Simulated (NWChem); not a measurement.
Species: C₂H₆N, doublet; SMILES C[N]C

```xyz
9

C      1.1849     0.0242     0.1500
N      0.0002    -0.4833    -0.4570
C     -1.1848     0.0235     0.1499
H      2.0850    -0.3831    -0.3340
H      1.2294    -0.2227     1.2320
H      1.2311     1.1324     0.0940
H     -1.2297    -0.2243     1.2317
H     -2.0848    -0.3836    -0.3347
H     -1.2313     1.1318     0.0948
```
Atoms are numbered in this order, from 1.

All runs: NWChem. Spin-unrestricted. All runs use the structure optimised with PBE0/def2-SVP, spin-unrestricted. No stability test was run on the SCF state. Level: M06-2X/def2-SVP with SMD (1 M gas to 1 M solution), gas-phase geometry. Reactions with the solvent are ignored.

Order these by “dipole in solution (D)”, lowest first: dichloromethane; acetonitrile; toluene.

toluene (2.08), dichloromethane (2.28), acetonitrile (2.34)
